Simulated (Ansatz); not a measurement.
GeH5Si, SMILES [SiH2][GeH3] (connectivity only; charge and spin as stated), charge +1, multiplicity 1.

Geometry: B3LYP-D3(BJ)/def2-TZVP. The spin state was assumed, not searched. The isomer is the one that the SMILES or the coordinates give; other isomers of the formula were not compared.

Two levels are set side by side: PBE/def2-TZVPD (Ansatz, an electronic-structure program) and CAM-B3LYP/def2-TZVPD (Ansatz). Energy differences of separate SCF runs at the same geometry; the states with an electron removed or added have multiplicity 2 and 2. Differences are taken from unrounded values.

| quantity | CAM-B3LYP | PBE | PBE minus CAM-B3LYP |
|---|---|---|---|
| vertical ionisation energy (eV) | 16.77 | 16.52 | -0.25 |
| vertical electron affinity (eV) | 7.31 | 7.36 | 0.05 |
| vertical singlet–triplet gap (eV) | 3.07 | 2.79 | -0.27 |
